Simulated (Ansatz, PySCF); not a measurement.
Spin states of F3W (SMILES [F][W]([F])[F]), each relaxed with B3LYP-D3(BJ)/def2-TZVP.
State 1 (charge 0, multiplicity 4):
```xyz
4

W     -0.014     0.017    -0.014
F      1.790    -0.376    -0.353
F     -0.785    -0.454     1.633
F     -1.049     0.880    -1.322
```
State 2 (charge 0, multiplicity 2):
```xyz
4

W      0.07882    -0.01679    -0.03751
F      1.84134    -0.37963    -0.35993
F     -0.86873    -0.37109     1.50688
F     -1.10931     0.83446    -1.16548
```

Singlets are restricted, other states unrestricted; no spin–orbit coupling, no relativity up to Kr; see below for the cores. The largest T1 diagnostic is 0.050.

Codes used: Ansatz (a first-principles code) with Gaussian orbitals; PySCF for the dispersion terms.  In def2 rows elements past Kr take small-core potentials, without spin–orbit coupling.

```tsv
level	energy of the multiplicity-2 state less that of the multiplicity-4 state (eV)
SVWN5/def2-TZVPP	-0.056
PBE-D4/def2-TZVPP	0.179
BLYP/def2-TZVPP	0.009
BLYP-D3(BJ)/def2-TZVPP	0.008
B3LYP-D3(BJ)/def2-TZVPP	0.158
PBE0-D3(BJ)/def2-TZVPP	0.357
BHLYP-D3(BJ)/def2-TZVPP	0.318
wB97X-V/def2-TZVPP	___
wB97M-V/def2-TZVPP	___
```

Fill in the missing entries.


- wB97X-V/def2-TZVPP, energy of the multiplicity-2 state less that of the multiplicity-4 state (eV): 0.106
- wB97M-V/def2-TZVPP, energy of the multiplicity-2 state less that of the multiplicity-4 state (eV): 0.221

Doubts at one or more of the structures used: a spin-contaminated determinant (PBE-D4/def2-TZVPP, B3LYP-D3(BJ)/def2-TZVPP, PBE0-D3(BJ)/def2-TZVPP, BHLYP-D3(BJ)/def2-TZVPP, wB97X-V/def2-TZVPP, wB97M-V/def2-TZVPP).
